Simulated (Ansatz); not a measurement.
Coupled-cluster diagnostics for W₂F₂⁺ (the lowest doublet isomer of a short search), Ansatz.

Geometry of the doublet (r2SCAN-D4/def2-TZVP):

| atom | x (Å) | y (Å) | z (Å) |
| --- | --- | --- | --- |
| W1 | -0.8537 | -0.6246 | 0.4162 |
| W2 | 0.8172 | 0.5964 | -0.3973 |
| F3 | 0.0633 | 1.5520 | -1.7894 |
| F4 | -0.0267 | -1.5237 | 1.7704 |

In the def2 sets W takes a core potential; there is no spin–orbit coupling. Correlated methods freeze 2 core orbitals; core or outer-core shells of W are correlated, in sets that lack core-valence functions. The structure comes from a short search, and lower isomers may exist.

Geometry of the charge 1 quartet (r2SCAN-D4/def2-TZVP):

```xyz
4

W     0.7273    0.7580   -0.4405
W    -0.7273   -0.7583    0.4405
F    -1.9298    0.2589    1.3770
F     1.9298   -0.2586   -1.3770
```

(1) Estimate the CCSD(T) correlation energy, the shares of MP2 and (T), T1 and the reference's ⟨S²⟩ for: charge 1, doublet, own geometry in def2-TZVP; charge 1, quartet, own geometry in def2-TZVP; and the rough time on 4 threads of Intel Xeon on a shared host.

Answers

(1) 
```tsv
state	basis	correlation (eV)	MP2 share (%)	(T) share (%)	T1	⟨S²⟩ (pure)	wall time	remarks
charge 1, doublet, own geometry	def2-TZVP	-32.363	94.5	4.9	0.073	2.95 (0.75)	4.9 min	large T1, spin-contaminated
charge 1, quartet, own geometry	def2-TZVP	-32.376	94.8	4.9	0.075	4.98 (3.75)	5.2 min	large T1, spin-contaminated
```
Customary marks for T1 are 0.02 (closed shells), 0.045 (open shells) and about 0.05 (3d metals). T1 exceeds 0.02 in 2 of 2 rows and 0.045 in 2; the higher it lies, the less the single-reference result can be trusted.
